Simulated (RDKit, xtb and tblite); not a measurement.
Torsional profile of SMILES Cc1ccc(-c2ccsc2)s1. Scanned: dihedral S11–C5–C6–C7; all other coordinates were relaxed at GFN2-xTB. Points at φ and −φ are mirror images. Heavy atoms are numbered in the order of the SMILES Cc1ccc(-c2ccsc2)s1, hydrogens after them in the order of the atoms that carry them; the mirror image has the same energies with the sign of each dihedral reversed.

Levels of theory: UFF // GFN2-xTB (RDKit); GFN2-xTB (xtb and tblite); MMFF94 // GFN2-xTB (RDKit).

Energies in kJ/mol, each method relative to its own lowest point.

```
φ / °   UFF  GFN2-xTB  MMFF94
-----  ----  --------  ------
-165    0.7       0.6     4.4
-150    3.6       2.7    16.8
-135    9.5       6.6    35.5
-120   17.7      11.6    58.1
-105   26.0      16.0    79.5
-90    29.6      17.9    89.4
-75    25.6      16.1    79.4
-60    17.7      11.8    57.9
-45     9.9       7.0    35.6
-30     4.3       3.2    17.2
-15     1.5       1.2     5.2
0       0.8       0.6     1.0
15      1.5       1.2     5.2
30      4.3       3.2    17.2
45      9.9       7.0    35.6
60     17.7      11.8    57.9
75     25.6      16.1    79.4
90     29.6      17.9    89.4
105    26.0      16.0    79.5
120    17.7      11.6    58.1
135     9.5       6.6    35.5
150     3.6       2.7    16.8
165     0.7       0.6     4.4
180     0.0       0.0     0.0
```
